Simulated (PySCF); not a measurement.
# Shifts of the heteroatoms

Geometry:
```tsv
atom	x (Å)	y (Å)	z (Å)
O1	-0.961	1.517	-1.587
C2	-1.267	1.215	-0.455
O3	-2.441	1.587	0.072
C4	-0.413	0.405	0.437
C5	0.978	0.270	-0.122
C6	1.777	-0.956	0.233
C7	2.033	-1.551	-0.934
Si8	1.046	-0.297	-1.970
C9	-1.085	-0.762	1.131
C10	-0.674	0.428	1.925
H11	-2.946	2.094	-0.583
H12	1.530	1.188	0.104
H13	2.088	-1.235	1.231
H14	2.618	-2.445	-1.086
H15	1.761	0.594	-2.873
H16	-0.155	-0.886	-2.549
H17	-2.138	-0.917	0.950
H18	-0.508	-1.670	1.212
H19	-1.442	1.087	2.297
H20	0.193	0.345	2.564
```

[PySCF: geometry: GFN2-xTB; σ from GIAO-PBE0/pcSseg-1; one conformer; in vacuum; non-relativistic]

Problem. Where does 29Si resonate?

Solution. 
```csv
atoms,environment,σ (ppm),δ (ppm)
Si8,"silicon bonded to 2 C, 2 H, in a 4-membered ring",390.4,-40.9
```

Shieldings were converted by a linear fit to measured shifts: 29Si (scatter 8.9 ppm rms, 25.8 ppm with the 6 outliers that the fit left out vs TMS, solution or neat liquid). Occasional misses reach two or three times the rms, and more in compound classes unlike the fitted ones.

On a 500 MHz spectrometer 29Si resonates near 99.3 MHz, so 1 ppm is 99.3 Hz.

Problem. Predict the 17O NMR data.

Solution. 
```
atoms           environment  σ (ppm)  δ (ppm)
   O1       carbonyl oxygen    -90.8    349.5
   O3  acid hydroxyl oxygen    141.5    137.8
```

Shieldings were converted by a linear fit to measured shifts: 17O: δ = 266.70 − 0.911σ (rms 10.7 ppm, 155 shifts, 12.2 ppm with the 3 outliers that the fit left out vs liquid water, solution or neat liquid). A few per cent of atoms miss by over 2 rms, more outside the fitted compound classes.

On a 500 MHz spectrometer 17O resonates near 67.8 MHz, so 1 ppm is 67.8 Hz.

In solution the two oxygens of a carboxylic acid exchange roles by proton transfer and give one 17O line. Hydrogen bonding in solution shields acid and N–H amide carbonyl oxygens by tens of ppm.
